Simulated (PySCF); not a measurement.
Species: H11N2Si4 (doublet state).
Cartesian coordinates in Å at the GFN2-xTB level; atoms count from 1:
```xyz
17
H11N2Si4 angstrom
N      3.3460    0.1094   -0.3331
Si     1.9115    0.3923    0.5859
Si     0.1841   -0.0648   -0.8499
N     -1.3303   -0.0301    0.0363
Si    -1.8883    1.5611    0.4822
Si    -2.0520   -1.4912    0.6297
H      4.2410    0.1821    0.1235
H      3.4158    0.4836   -1.2654
H      2.0859   -0.5028    1.7387
H      1.8511    1.7519    1.1764
H      0.2410   -1.3709   -1.5223
H      0.0132    0.9181   -1.9391
H     -2.3088    2.2568   -0.7356
H     -2.9634    1.4516    1.4660
H     -1.9636   -2.4938   -0.4287
H     -1.3400   -1.9399    1.8318
H     -3.4501   -1.2013    0.9422
```

The hyperfine couplings belong to this conformer and change with its torsions.

The species is `[SiH2]N([SiH2][SiH2]N)[SiH3]` [radical].

Theory: UKS B3LYP, pcH-1 on H N Si, non-relativistic, mean-field spin-orbit, GIAO in PySCF. Isolated species at its GFN2-xTB geometry (one conformer only). The geometry wasn't refined by DFT: couplings that depend on bond lengths, twists or pyramidal angles can differ widely from those at the functional's own minimum, by a factor of two or more for some ions and for spin on atoms past the first row. No stability test was run, so a lower SCF solution isn't excluded.

**Question.** Predict the first-order ENDOR lines of N4, N1, H13/H14, H9/H10, H15/H16/H17 and H11/H12 under fast tumbling at B = 345.9 mT (X band).

**Answer.** ν± = |νn ± a/2|, one line for each electron-spin manifold; νn = |g_N| × 7.62259 MHz/T × B.

| nuclei | isotope | g_N | νn (MHz) | a_iso (MHz) | lower line (MHz) | upper line (MHz) |
| --- | --- | --- | --- | --- | --- | --- |
| N4 | 14N | 0.4038 | 1.06 | 10.23 | 4.05 | 6.18 |
| N1 | 14N | 0.4038 | 1.06 | -0.51 | 0.81 | 1.32 |
| H13/H14 | 1H | 5.5857 | 14.73 | 77.14 | 23.84 | 53.30 |
| H9/H10 | 1H | 5.5857 | 14.73 | 7.02 | 11.22 | 18.24 |
| H15/H16/H17 | 1H | 5.5857 | 14.73 | 5.86 | 11.80 | 17.66 |
| H11/H12 | 1H | 5.5857 | 14.73 | 3.37 | 13.04 | 16.41 |

**Question.** Which pairs are centred on the nuclear Larmor frequency, and which on half the coupling?

**Answer.** Centred on νn, since |a| < 2νn: N1, H9/H10, H15/H16/H17 and H11/H12. Centred on |a|/2 and split by 2νn: N4 and H13/H14.

Nuclei that the bonding pattern makes equivalent are averaged, as if the motion that swaps them (rotation, inversion, ring flip) were fast. The three 1H nuclei of mean +5.9 MHz run from -0.9 to 18.0 MHz in the frozen geometry. The 1H value of +77.1 MHz is a mean of couplings from 48.4 to 105.9 MHz in this one geometry, not an average over conformers. The 1H value of +7.0 MHz is a mean of couplings from 1.1 to 12.9 MHz in this one geometry, not an average over conformers.

On one thread of an Arm Neoverse V2, shared host with 32 logical CPUs at a one-minute load of 30, this took 99 s of wall time (grids of density and orbitals included) and 1.0 GiB of memory at its peak.
